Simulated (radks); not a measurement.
Results of a calculation; reference values are marked as such.
These are the eigenvalues of the occupied orbitals of an atom or ion with whole-number occupations (eV). Code: a radial shooting solver on a logarithmic mesh with Libxc functionals. Model: non-relativistic Kohn-Sham, TPSS, spin-polarised, spherical densities, point nucleus; meta-GGA in the generalised Kohn-Sham scheme.

| orbital | eigenvalue |
|---|---|
| 1s | -67375.85 |
| 2s | -15195.42 |
| 2p | -14840.96 |

Which element is it, and in what charge state? The configuration may be excited. Open shells, if any, are filled with parallel spins first.

Answer. Z = 73, tantalum, charge +63: Ta63+ in [Ne]. The list shows which subshells hold electrons but not how many an open one holds; the 1s level, -2476 hartree, gives Z - s = 70.4 by -(Z - s)^2/2, which with screening narrows Z to a few neighbours, and the depths of the outer levels then fix element, charge and occupations together.
